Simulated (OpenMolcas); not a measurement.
# As⁺: effect of the active space

```json
{
 "Program": "OpenMolcas",
 "Method": "CASSCF or its RAS form",
 "Basis": "ANO-RCC-VTZP",
 "Scalar Hamiltonian": "DKH2, point nucleus",
 "Spin-orbit coupling": "state interaction with AMFI integrals over the reference wave functions, term energies averaged over their components"
}
```

A. 2 electrons in 3 orbitals (4p); 2S+1 = 3 even, 3 roots; 2S+1 = 1 even, 6 roots; cost of the order of 2.6 core-seconds
B. 4 electrons in 4 orbitals (4s 4p); 2S+1 = 3 even, 3 roots; 2S+1 = 1 even, 6 roots; 2S+1 = 5 odd, 1 root; 2S+1 = 3 odd, 9 roots; 2S+1 = 1 odd, 8 roots; cost of the order of 15 core-seconds
C. 4 electrons in 8 orbitals (4s 4p 5s 5p); 2S+1 = 3 even, 3 roots; 2S+1 = 1 even, 9 roots; 2S+1 = 5 odd, 1 root; 2S+1 = 3 odd, 9 roots; 2S+1 = 1 odd, 8 roots; cost about 20 core-seconds
D. 4 electrons in 9 orbitals (RAS2 4s 4p; RAS3 4d, at most 2 electrons); 2S+1 = 3 even, 6 roots; 2S+1 = 1 even, 6 roots; 2S+1 = 5 odd, 1 root; 2S+1 = 3 odd, 8 roots; 2S+1 = 1 odd, 8 roots; cost of the order of 30 core-seconds

Energies in cm⁻¹ above 4s² 4p² ³P₀, the measured ground level; measured values from NIST Handbook of Basic Atomic Spectroscopic Data.

```
      Level      A      B      C      D  Measured
4s² 4p² ³P₀    0.0    0.0    0.0    0.0       0.0
4s² 4p² ³P₁    900    939    890    946      1063
4s² 4p² ³P₂   2287   2311   2219   2313      2541
4s² 4p² ¹D₂  12463  12550  13795  10062     10096
4s² 4p² ¹S₀  28366  22243  23010  23551     22599
```

Deviations, from unrounded energies. A percentage is the sum of absolute deviations over the sum of measured energies, with the sign that they share, or ± where signs differ.

```json
{"Against measurement": "mean absolute deviation (cm-1)", "Levels": "4", "A": "2100", "B": "790", "C": "1200", "D": "330"}
{"Against measurement": "fine structure of the ground term (%)", "Levels": "2", "A": "-11.6", "B": "-9.9", "C": "-13.8", "D": "-9.6"}
{"Against measurement": "other terms of the ground configuration (%)", "Levels": "2", "A": "+24.9", "B": "±8.6", "C": "+12.6", "D": "±3.0"}
```

D lies closest to measurement on these levels and A furthest from it. The largest miss of D in the table is 4s² 4p² ¹S₀, by +950 cm-1. The ranking rests on the paired levels alone, and a cruder setting can come out closer through cancelling errors.

Among A to D the level of the table that moves most is 4s² 4p² ¹S₀, by 6100 cm-1 (lowest in B, highest in A).

Without dynamic correlation excited terms often stand tens of per cent too high (terms of higher spin than the ground term too low), and those without a measured partner can miss by more than the paired ones. With the s shell closed, the reference lacks s² → p² mixing (holds for A). The run also gave levels led by 4s² 4p 5p, 4s² 4p 5s, which use shells meant for correlation; these and all levels above them are left out (holds for C). The run also gave levels led by 4s 4p² 4d, 4s² 4p 4d, which use shells meant for correlation; these and all levels above them are left out (holds for D). Measured partners are found by configuration, term and J. A level has none where our copy of the source lacks it or the pairing is in doubt (some pairs that miss far off the trend of their configuration count as doubtful), and it then counts in no deviation. Only configurations of the active space appear. The table leaves out levels that lie high or whose names do not pair safely across all columns.
